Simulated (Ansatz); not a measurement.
Cartesian coordinates in Å:
```
B 0.3744 1.6031 1.9481
C -0.2624 0.4672 1.1575
C 0.1253 0.0785 -0.0734
F 1.1306 0.6957 -0.6896
C -0.4597 -0.9952 -0.8483
C -0.0430 -1.3442 -2.0639
H -0.0406 1.8755 3.0366
H 1.2856 2.2281 1.4947
H -1.0913 -0.1091 1.5586
H -1.2814 -1.5154 -0.3688
H -0.5145 -2.1559 -2.6035
H 0.7771 -0.8283 -2.5479
```

Total charge 0; spin multiplicity 1.

List the r2SCAN/def2-TZVPP orbital energies in eV (Ansatz). (Estimate.)

Computed: Occupied: -667.10, -276.19, -273.97, -273.86, -272.81, -179.96, -32.91, -21.68, -19.85, -16.58, -15.29, -13.45, -13.09, -12.22, -11.69, -11.40, -10.17, -9.58, -8.50, -8.47, -7.90, -6.72. Lowest empty: -3.18, -0.60, 1.16, 1.41, 2.16, 2.31, 3.11, 3.37.
